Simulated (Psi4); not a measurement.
Pair of molecules: H2S (SMILES S) (first 3 atoms) with CH4O (SMILES CO); geometry from B3LYP-D3(BJ)/def2-TZVP, rigid monomers moved along the line of their centres of mass till S1···C4 is 5.21 Å.
(charge 0, multiplicity 1):
```xyz
9

S      0.080     1.495    -0.196
H      1.298     0.930    -0.213
H     -0.532     0.325    -0.436
C      0.192    -0.450     4.640
O      0.279    -1.111     5.896
H     -0.825    -0.110     4.417
H      0.482    -1.175     3.881
H      0.869     0.407     4.572
H      0.026    -0.492     6.587
```

The numbers are results of SAPT0/jun-cc-pV(D+d)Z run with Psi4 1.11, not measurements.

Task: Give the four SAPT terms and the total, and say what mostly holds the pair together.

Result: electrostatics -0.18, exchange 0.01, induction -0.01, dispersion -0.09, total -0.26 kcal/mol; the largest attraction is electrostatics.
